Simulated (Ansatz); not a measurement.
Reaction (redistribution): `C[CH](C)[MgH]` + `[F][Sn]([F])([F])[SiH3]` → `C[CH](C)[Mg][F]` + `[F][SnH]([F])[SiH3]`

Computed with Ansatz on PBE0-D4/def2-TZVP structures; ΔE is electronic, products minus reactants. CBS: MP2 limit from def2 TZ/QZ plus the TZ coupled-cluster correction, frozen cores. Functionals use def2-TZVPP. def2 core potentials past Kr. For Mg, Sn outer-core shells are correlated without core-valence functions, which leaves a few kJ/mol of doubt a bond. One conformer a species, not always the lowest.

```csv
level,ΔE (eV)
BLYP,-1.28
CCSD/def2-TZVPP,-1.31
```

Q: What does CCSD(T)/CBS give? (An estimate is asked.)

A: The calculation gave: -1.30 eV. The listed levels differ from it by 0.02, -0.01 eV.

Largest T1 diagnostic among the species: 0.015.

The D4 term adds +0.03 eV with B3LYP and +0.02 eV with PBE0; it sums over pairs of atoms, weighted by their polarisabilities, and B3LYP, whose exchange is more repulsive, gets the larger term. In def2-TZVPP, CCSD(T) changes the Hartree–Fock value by −0.06 eV (the triples alone add +0.02 eV) and MP2 by −0.12 eV.

B3LYP here is the variant with VWN-RPA as its local correlation; programs differ in this.
